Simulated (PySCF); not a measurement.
# Ionisation energy of Zr³⁵⁺ by level of theory

Zr³⁵⁺ [He] 2s2 2p1 [2p1/2^1, M_J = 1/2] → Zr³⁶⁺ [He] 2s2, as a difference of total energies. All numbers are calculated (PySCF 2.14, the two-component X2C-1e Hamiltonian, in an even-tempered Gaussian basis (17 s from 15 bohr⁻², ratio 2.4; 12 p from 19 bohr⁻², ratio 2.4; 5 d from 64 bohr⁻², ratio 2.6; 4 f from 95 bohr⁻², ratio 2.6)). Correlated levels: nothing frozen; the 32 highest virtual spinors dropped. "Screened" scales the spin-orbit matrix elements by Boettger's factors to mimic the two-electron term; Breit and QED terms are absent.

```json
{"method": "GHF (spin-free)", "ionisation energy (eV)": "4684.2"}
{"method": "GMP2 (spin-free)", "ionisation energy (eV)": "4683.4"}
{"method": "GHF (screened spin-orbit)", "ionisation energy (eV)": "4751.9"}
{"method": "GMP2 (screened spin-orbit)", "ionisation energy (eV)": "4750.7"}
```

For this ion Breit and QED terms and the two-electron picture change, all absent here, outweigh the correlation shift from GHF to GMP2.

The spin-free rows lack the spin-orbit shift.

For comparison: 4744 ± 3 eV (semi-empirical (NIST evaluation); NIST Atomic Spectra Database, ionization energies).
